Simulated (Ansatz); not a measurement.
`[NH2][W]([OH])(=[S])=[S]` and `C[O][W]([NH2])(=[S])=[S]` differ in one atom or group.

Ansatz, PBE0-D4/def2-TZVP geometries, multiplicity 1. Each molecule was computed in one conformer, which needn't be the lowest.

Elements past krypton have def2 core potentials.

| property | `[NH2][W]([OH])(=[S])=[S]` |
| --- | --- |
| HOMO–LUMO gap (ωB97M-V/def2-TZVPP) / eV | 8.56 |
| HOMO energy (PBE/def2-TZVPP) / eV | -6.03 |
| HOMO energy (B3LYP/def2-TZVPP) / eV | -6.90 |
| LUMO energy (PBE/def2-TZVPP) / eV | -3.22 |
| HOMO–LUMO gap (PBE/def2-TZVPP) / eV | 2.80 |
| size of the dipole moment (ωB97M-V/def2-TZVPP) / D | 3.60 |

Task: What does the change do to each property? (An estimate is asked.)

Result: Computed: 
```csv
property,`C[O][W]([NH2])(=[S])=[S]`,shift
HOMO–LUMO gap (ωB97M-V/def2-TZVPP) / eV,8.59,0.03
HOMO energy (PBE/def2-TZVPP) / eV,-5.83,0.20
HOMO energy (B3LYP/def2-TZVPP) / eV,-6.69,0.21
LUMO energy (PBE/def2-TZVPP) / eV,-2.96,0.26
HOMO–LUMO gap (PBE/def2-TZVPP) / eV,2.88,0.08
size of the dipole moment (ωB97M-V/def2-TZVPP) / D,3.13,-0.47
```

With PBE0 the HOMO rises by 0.21 eV and the LUMO rises by 0.27 eV, so the gap widens by about 0.06 eV. PBE moves the HOMO by 0.20 eV and ωB97M-V by 0.22 eV. The zero-point energy changes by 75.2 kJ/mol with +9 modes. Dipoles are sizes alone; their direction can turn.

B3LYP here is the variant with VWN-RPA as its local correlation; programs differ in this.
